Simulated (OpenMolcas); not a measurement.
Ni3+ among 4 point charges of -3 e arranged as a tetrahedron (Td).

| Quantity | Value |
| --- | --- |
| Program | OpenMolcas |
| Method | CASSCF |
| Basis | ANO-RCC-VDZP [5s4p2d1f] |
| Scalar Hamiltonian | DKH2, point nucleus |
| Active space | 7 electrons in 5 orbitals (3d) |
| State averaging | 2S+1 = 4 even, 10 roots; 2S+1 = 2 even, 40 roots |
| Spin-orbit coupling | RASSI with atomic mean-field integrals over the reference wave functions |

All point charges move together. At R = 1.64 Å the first state of the same spin is 3169 cm-1, and at R = 2.03 Å it is 1597 cm-1.

Q: A third run gives 2357 cm-1. What distance was it run at?

A: With a power law R^-n the two known points give n = -ln(1597 / 3169) / ln(2.03 / 1.64) = 3.21. Then R = 1.64 × (3169 / 2357)^(1/3.21) = 1.798 Å. The run was at 1.82 Å, so the estimate is off by -0.022 Å.

Without dynamic correlation the repulsion within the d shell is too large (B by tens of per cent), so at a given field states of lower spin stand too high. The ground term spreads over less than 5000 cm-1, several times less than with real ligands, so orbital moments are less quenched and χT lies further from the spin-only value than at real sites (holds for R = 1.82; R = 2.03). Point charges carry no covalency, so the field is a model and not that of real ligands. No measured value stands beside these numbers.
